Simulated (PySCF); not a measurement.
Job for PySCF: R-B3LYP/6-311+G** on AlH5Si (SMILES [AlH2][SiH3]), a point of a torsion scan.

```python
from pyscf import gto, scf, dft, mp
from pyscf.data.elements import chemcore

mol = gto.M(
    atom='''
    Al    1.38208205    0.08693486    0.00498408
    Si   -1.03341317   -0.07558360    0.01513435
    H     2.39696059   -1.10525344   -0.03574988
    H     2.20409419    1.42071354    0.02033773
    H    -1.65943405   -0.38784770    1.32127778
    H    -1.58918559   -1.10331945   -0.89622416
    H    -1.70185688    1.17847493   -0.40710065
    ''',
    basis='6-311+g**',
    charge=0, spin=0, verbose=3, max_memory=1800)
mf = dft.RKS(mol, xc='b3lyp')
mf.conv_tol = 1e-8
mf.max_cycle = 100
mf.kernel()
if not mf.converged:
    mf = mf.newton().run(mf.mo_coeff, mf.mo_occ)
```

Program output:

```
converged SCF energy = -534.952630056903
```

The calculation finished and met its thresholds.

Cost: roughly 7 core-seconds.
